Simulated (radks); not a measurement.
Spherical jellium clusters: N electrons in a uniform positive sphere of charge N and radius rs N^(1/3), rs = 2.3 bohr. Calculated with a radial shooting solver with Libxc functionals: non-relativistic Kohn-Sham, PBE, spin-polarised, spherical densities. Levels are named by radial order and angular momentum (1s, 1p, 1d, 2s, ...), and open shells are averaged over m.

N = 30, configuration 1s2 1p6 1d10 2s2 1f(up 7, down 3). This is the lowest configuration that the search found. Occupied and some empty levels:

level,occupation,eigenvalue (eV),<r> (bohr)
1s up,1,-10.995,4.094
1s down,1,-10.869,3.952
1p up,3,-8.8997,5.074
1p down,3,-8.6240,4.971
1d up,5,-6.4828,5.764
1d down,5,-6.1086,5.707
2s up,1,-5.8545,4.970
2s down,1,-5.6078,5.030
1f up,7,-3.7964,6.393
1f down,3,-3.3714,6.385
2p up,0,-2.9322,6.208
2p down,0,-2.7090,6.264
1g up,0,-0.96856,7.204
1g down,0,-0.54742,7.320

Energy (eV): total -24.5304, kinetic 145.12, external -3997.6, Hartree 1947.6, exchange-correlation -175.68, background 2056.1.

Electron density:

r (bohr),n(r) (e/bohr^3)
0.533,0.02406
1.42,0.02057
2.31,0.01737
3.21,0.01739
4.10,0.01987
4.99,0.02090
5.88,0.01726
6.77,0.01025
7.66,0.004378
8.55,0.001539
9.44,0.0005012
10.3,0.0001606
11.2,0.00005124
